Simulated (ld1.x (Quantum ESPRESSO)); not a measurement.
chromium, PAW: configuration errors across variants

* Element: chromium (Cr)
* Generator: ld1.x (Quantum ESPRESSO) 7.5
* Type: PAW
* Functional: PBEsol
* Relativity: scalar-relativistic
* Frozen core: [Ne]
* Valence charge: 14
* Reference configuration: 3s2 3p6 3d5 4s1 4p0
* Partial waves: 3s (bound): rcut 1.20, rcutus 1.40 bohr; 4s (bound): rcut 1.20, rcutus 1.40 bohr; 3p (bound): rcut 1.35, rcutus 1.40 bohr; 4p (bound, empty): rcut 1.35, rcutus 1.40 bohr; 3d (bound): rcut 1.35, rcutus 1.65 bohr; 3d channel at 2 Ry: rcut 1.35, rcutus 1.65 bohr
* Local potential: all-electron potential smoothed inside 1.35 bohr (lloc = -1)
* Core correction: Bessel-smoothed model core inside 0.90 bohr
* Augmentation charge: BESSEL, radius 1.05 bohr

All-electron excitation energies from the reference (eV): (1) 3s2 3p6 3d5 4s0 4p0 6.873; (2) 3s2 3p6 3d4 4s0 4p0 22.887; (3) 3s2 3p6 3d3 4s0 4p0 53.592; (4) 3s2 3p6 3d4 4s2 4p0 -0.094; (5) 3s2 3p6 3d2 4s0 4p0 101.910; (6) 3s2 3p6 3d5 4s0 4p1 3.143; (7) 3s2 3p6 3d5.5 4s0.5 4p0 0.723.

Errors AE − PS in meV (a dash: test not solved or not reliable):

```csv
change,(1),(2),(3),(4),(5),(6),(7),bound ghosts
base,-1.0,+0.7,+11,+1.9,+37,-0.5,-0.3,none
"core correction a·sin(br)/r model core, default radius (ld1.x builds one for every PAW set, though the input has nlcc=.false.)",-0.9,+0.7,+10,+1.9,+34,-0.4,-0.3,none
core correction Bessel-smoothed model core inside 0.58 bohr,-0.9,+1.1,+14,+2.1,+50,-0.5,-0.2,none
core correction Bessel-smoothed model core inside 0.80 bohr,-1.0,+0.8,+12,+2.0,+40,-0.5,-0.3,none
core correction Bessel-smoothed model core inside 0.96 bohr,-0.9,+0.7,+11,+1.9,+36,-0.4,-0.3,none
core correction Bessel-smoothed model core inside 1.14 bohr,-0.9,+0.7,+10,+1.9,+35,-0.4,-0.3,none
core correction Bessel-smoothed model core inside 1.22 bohr,-0.9,+0.7,+10,+1.9,+34,-0.4,-0.2,none
core correction Bessel-smoothed model core inside 1.42 bohr,-1.0,+0.7,+10,+1.9,+34,-0.4,-0.3,none
core correction Bessel-smoothed model core inside 1.50 bohr,-0.9,+0.7,+10,+1.9,+34,-0.5,-0.3,none
core correction Bessel-smoothed model core inside 1.66 bohr,-1.0,+0.7,+10,+1.9,+34,-0.4,-0.3,none
```

**Question.** Give the same row for: core correction Bessel-smoothed model core inside 0.68 bohr.

**Answer.** -0.9, +1.0, +13, +2.1, +46, -0.4, -0.2; bound ghosts: none.
